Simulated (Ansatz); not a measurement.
Two structures of GaSiH$_{7}$O, closed shell, reached by relaxing down either side of one saddle point (PBE0-D4/def2-TZVP). Energies are electronic, without zero-point energy. Ansatz 0.2.0; basis: def2-TZVPP and def2-QZVPP; cores frozen in the correlated methods. Filled d shells of the heavier atoms are correlated. The def2 sets are not built for correlating such inner shells, so the correlated values are less sure here. Extrapolation: Hartree–Fock as exp(−7.88 √X), correlation as X^−2.97. First:

```xyz
10
angstrom
Ga -0.7773 0.3788 -1.5779
H 0.3720 1.0467 -2.4284
H -0.7515 -1.1918 -1.3850
H -2.1303 1.1481 -1.3626
H 0.8132 1.4250 0.3211
O 0.1631 0.7192 0.3549
Si 0.5111 -0.6215 1.3150
H 1.1303 -0.1053 2.5616
H 1.4537 -1.5260 0.6197
H -0.7845 -1.2733 1.5816
```

Second:

```
atom    x (Å)    y (Å)    z (Å)
 Ga1  -1.0502   0.1580  -1.1154
  H2   1.0592   1.4057  -1.8518
  H3  -0.4236  -0.9335  -2.0390
  H4  -2.0746   1.2789  -1.4541
  H5   0.7186   1.9722  -1.4955
  O6  -0.6250   0.0654   0.6195
 Si7   0.3611  -0.7843   1.5957
  H8   1.3941   0.1111   2.1862
  H9   1.0615  -1.8733   0.8525
 H10  -0.4209  -1.4000   2.7018
```

Which bonds change from the first to the second?

SiH₄O ([OH][SiH3]) + GaH₃ → GaSiH₅O ([SiH3][O][GaH2]) + H₂; bonds formed: H2–H5; dative contacts that become bonds: Ga1–O6; bonds broken: Ga1–H2, H5–O6.

Give the saddle point's structure and its height above each. (To be estimated.)

Computed: 0.925 eV above the first and 1.110 eV above the second (CCSD(T) at an estimated basis limit (MP2 extrapolated from triple and quadruple zeta, plus CCSD(T) − MP2 in triple zeta)).
```
10
angstrom
Ga -0.9628 0.3481 -1.4051
H 0.6095 1.1857 -1.6608
H -0.8540 -1.1018 -1.9629
H -2.1139 1.3886 -1.4735
H 0.6054 0.9682 -0.6692
O -0.0048 0.4945 0.3339
Si 0.5559 -0.5757 1.4532
H 1.1152 0.1672 2.6104
H 1.6191 -1.4383 0.8697
H -0.5695 -1.4365 1.9043
```

No T1 diagnostic of these runs exceeds 0.014.

The step is the kind of ligand exchange by which a precursor binds to a hydroxyl group, or is hydrolysed, in atomic layer deposition of oxides.

Labels in which every atom is bracketed show which atoms are joined, not bond orders.

For scale, one of the runs: CCSD(T)/def2-TZVPP, 219 basis functions, launched by `ansatz run in.yaml --threads 4 --pin off --events-out ev --progress --plain --max-ram 9574MiB`. Hardware: 4 CPU threads of an Intel Xeon, shared host. Wall time 100 s; peak host memory 3.2 GiB.
